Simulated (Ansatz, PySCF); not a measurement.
Molecule: H4B2O, net charge 0, singlet state. SMILES: BOB
Coordinates optimised at B3LYP-D3(BJ)/def2-TZVP (Ansatz, a quantum-chemistry and plane-wave program):
```xyz
7

O      0.0000     0.0000     0.0000
B     -1.1648    -0.6508     0.0037
H     -1.6766    -0.9097    -1.0426
H     -1.6484    -0.9481     1.0533
B      1.1648     0.6508    -0.0037
H      1.1514     1.8438     0.0183
H      2.1736     0.0140    -0.0289
```

Wanted: atomisation energy, in kcal/mol. Set-up: valence correlation only; no dispersion term unless named; atomisation electronic, to ground-state atoms; spin-orbit terms left out; UHF or UKS for open shells; non-relativistic; 6-31G* and kin with 6d, 5d where marked. CBS(X,Y): correlation extrapolated as X^-3; Hartree-Fock from the larger set. [CCSD(T)-MP2]/basis is that difference in the basis named. Ab initio and DFT rows: single points at B3LYP-D3(BJ) geometries (Ansatz).

| species | coefficient | E at M06-2X/6-31G* (5d) (PySCF), Eh | E at B3LYP/def2-TZVPD (Ansatz), Eh |
|---|---|---|---|
| BOB | -1 | -127.32147 | -127.44426 |
| B atom | +2 | -24.63917 | -24.66397 |
| H atom | +4 | -0.49667 | -0.50215 |
| O atom | +1 | -75.03133 | -75.09698 |

Coupled cluster (Ansatz) is a level with limits of its own, used here on species with T1 under 0.025 (0.045 for open shells) and stable references: RI-MP2/CBS(aug-cc-pVTZ,aug-cc-pVQZ)+[CCSD(T)-MP2]/aug-cc-pVTZ. Value to compare with, RI-MP2/CBS(aug-cc-pVTZ,aug-cc-pVQZ)+[CCSD(T)-MP2]/aug-cc-pVTZ (Ansatz): 629.2 kcal/mol. 1 Eh = 627.5095 kcal/mol.

Q: Compute it at each level from the table, and compare with RI-MP2/CBS(aug-cc-pVTZ,aug-cc-pVQZ)+[CCSD(T)-MP2]/aug-cc-pVTZ (Ansatz).

A: 
- M06-2X/6-31G* (5d): the sum of coefficient times E is 1.02512 Eh, or 643.27 kcal/mol. Result: 643.3 kcal/mol. Its difference against RI-MP2/CBS(aug-cc-pVTZ,aug-cc-pVQZ)+[CCSD(T)-MP2]/aug-cc-pVTZ (Ansatz) is 14.1 kcal/mol.
- B3LYP/def2-TZVPD: the sum of coefficient times E is 1.01074 Eh, or 634.25 kcal/mol. Result: 634.2 kcal/mol. Its difference against RI-MP2/CBS(aug-cc-pVTZ,aug-cc-pVQZ)+[CCSD(T)-MP2]/aug-cc-pVTZ (Ansatz) is 5.0 kcal/mol.
